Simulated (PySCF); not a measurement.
Electric field gradients and quadrupole coupling constants

Species: CH5BF2SSi.
Cartesian coordinates in Å at the PBE0-D3(BJ)/def2-SVP level; atoms count from 1:
```xyz
11
CH5BF2SSi angstrom
F     -0.934    1.727   -0.164
B     -1.542    0.577   -0.414
F     -2.460    0.582   -1.359
C     -1.132   -0.716    0.354
S      0.340   -1.331   -0.579
Si     1.856    0.084    0.010
H     -0.869   -0.552    1.409
H     -1.878   -1.518    0.284
H      1.725    0.348    1.474
H      1.786    1.374   -0.735
H      3.143   -0.601   -0.297
```

Field gradients from the PBE0/pcSseg-1 density (PySCF, non-relativistic), principal values in atomic units, ordered |Vxx| ≤ |Vyy| ≤ |Vzz|:

```
atom      Vxx      Vyy      Vzz
  B2  -0.0716  -0.3028   0.3744
  S5   0.1153   2.2562  -2.3715
```

Question: Find the asymmetry η = (Vxx − Vyy)/Vzz and the couplings χ = eQV/h (234.96 MHz × Q in barn × V in au), with Q(11B) = 0.04059 b, Q(33S) = −0.0678 b.

Answer: 
```tsv
atom	environment	nucleus	η	χzz (MHz)	χxx (MHz)	χyy (MHz)
B2	three-coordinate boron	11B	0.62	3.571	-0.683	-2.888
S5	sulfur bonded to C and Si	33S	0.90	37.78	-1.84	-35.94
```

At S5 η is above 0.9: Vyy and Vzz are nearly equal in size and opposite in sign, so a small change could swap them and flip the sign of χzz. 

Question: What is Vzz at S5 in SI units (1 au = 9.71736 × 10²¹ V/m²)?

Answer: -2.3715 au = -23.045 × 10²¹ V/m².

Question: And the gradient at the other heavy atoms, for which no coupling is worked out here?

Answer: 
```csv
atom,environment,Vzz (au),η
F1,boron-bound fluorine,1.369,0.72
F3,boron-bound fluorine,1.374,0.77
C4,sp3 carbon bound to sulfur,0.365,0.35
Si6,SiH3 silicon,0.518,0.04
```

Question: What couplings would deuterons (Q(2H) = 0.00286 b) have in place of the hydrogens, at this geometry?

Answer: 
```json
{"atom": "H7", "bonded to": "C4", "bond length (Å)": "1.099", "Vzz (au)": "0.2908", "η": "0.05", "χzz (kHz)": "195"}
{"atom": "H8", "bonded to": "C4", "bond length (Å)": "1.098", "Vzz (au)": "0.2927", "η": "0.05", "χzz (kHz)": "197"}
{"atom": "H9", "bonded to": "Si6", "bond length (Å)": "1.493", "Vzz (au)": "0.1394", "η": "0.05", "χzz (kHz)": "94"}
{"atom": "H10", "bonded to": "Si6", "bond length (Å)": "1.491", "Vzz (au)": "0.1394", "η": "0.04", "χzz (kHz)": "94"}
{"atom": "H11", "bonded to": "Si6", "bond length (Å)": "1.490", "Vzz (au)": "0.1410", "η": "0.04", "χzz (kHz)": "95"}
```

One conformer (not necessarily the lowest) at the PBE0-D3(BJ)/def2-SVP geometry, without solvent, vibrations or thermal averaging. With a basis this small, the couplings can be 20 % off.
